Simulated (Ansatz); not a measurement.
C2H5ClOSi2, SMILES O[Si@@H]1[SiH2]C=C1Cl.

Coordinates come from a B3LYP-D3(BJ)/def2-SVP optimisation. The structure was generated by enumeration; whether it is a known compound was not checked. The values are those of a single conformer.

Two levels are set side by side: PBE/def2-SVPD (Ansatz, a quantum-chemistry and plane-wave program) and PBE0/def2-SVPD (Ansatz). Energy differences of separate SCF runs at the same geometry; the states with an electron removed or added have multiplicity 2 and 2. Differences are taken from unrounded values.

| quantity | PBE |
|---|---|
| vertical ionisation energy (eV) | 9.13 |
| vertical singlet–triplet gap (eV) | 3.91 |

Task: These are the PBE values. What does PBE0 give? (Estimate from the structure and the level; the computed values follow.)

Result: 
| quantity | PBE0 | PBE minus PBE0 |
|---|---|---|
| vertical ionisation energy (eV) | 9.50 | -0.38 |
| vertical singlet–triplet gap (eV) | 3.88 | 0.04 |
